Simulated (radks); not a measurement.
The numbers below are computed, except where a source is named.
Minus the highest occupied eigenvalue as an estimate of the ionisation energy, Ar to Ar17+. The LB94 potential has the -1/r tail that LDA and GGA lack but no energy functional. Level of theory: scalar-relativistic Kohn-Sham, LB94 model potential, spin-polarised, spherical densities, finite nucleus; open shells are filled with parallel spins first; Fermi nuclear charge, rms radius 3.4274 fm (a radial shooting solver on a logarithmic mesh with Libxc functionals).

| species | configuration | HOMO | -e(HOMO) (eV) | <r> (bohr) | IE, NIST (eV) | kind |
|---|---|---|---|---|---|---|
| Ar | [Ar] | 3p | 15.736 | 1.66 | 15.760 | exp. |
| Ar+ | [Ne] 3s2 3p5 | 3p down | 27.827 | 1.55 | 27.630 | exp. |
| Ar2+ | [Ne] 3s2 3p4 | 3p down | 41.283 | 1.46 | 40.74 | semi-emp. |
| Ar3+ | [Ne] 3s2 3p3 | 3p up | 57.901 | 1.40 | 59.6 | semi-emp. |
| Ar4+ | [Ne] 3s2 3p2 | 3p up | 73.812 | 1.33 | 74.8 | semi-emp. |
| Ar5+ | [Ne] 3s2 3p1 | 3p up | 90.746 | 1.28 | 91.29 | exp. |
| Ar6+ | [Ne] 3s2 | 3s | 125.41 | 1.18 | 124.4 | semi-emp. |
| Ar7+ | [Ne] 3s1 | 3s up | 145.64 | 1.14 | 143.46 | semi-emp. |
| Ar8+ | [Ne] | 2p | 416.15 | 0.370 | 422.6 | semi-emp. |
| Ar9+ | [He] 2s2 2p5 | 2p down | 473.74 | 0.358 | 479.8 | semi-emp. |
| Ar10+ | [He] 2s2 2p4 | 2p down | 533.16 | 0.348 | 540 | semi-emp. |
| Ar11+ | [He] 2s2 2p3 | 2p up | 610.82 | 0.336 | 619.0 | semi-emp. |
| Ar12+ | [He] 2s2 2p2 | 2p up | 677.39 | 0.327 | 685.5 | semi-emp. |
| Ar13+ | [He] 2s2 2p1 | 2p up | 745.57 | 0.318 | 755.1 | semi-emp. |
| Ar14+ | [He] 2s2 | 2s | 848.74 | 0.363 | 855.5 | semi-emp. |
| Ar15+ | [He] 2s1 | 2s up | 915.68 | 0.357 | 918.38 | theory |
| Ar16+ | [He] | 1s | 4085.6 | 0.0848 | 4120.7 | theory |
| Ar17+ | 1s1 | 1s up | 4385.9 | 0.0830 | 4426.2 | theory |

Reference values: NIST Atomic Spectra Database (exp. = measured, semi-emp. = semi-empirical, theory = theoretical value adopted there). Open shells are spherical and high-spin; term and fine-structure splittings are not resolved.
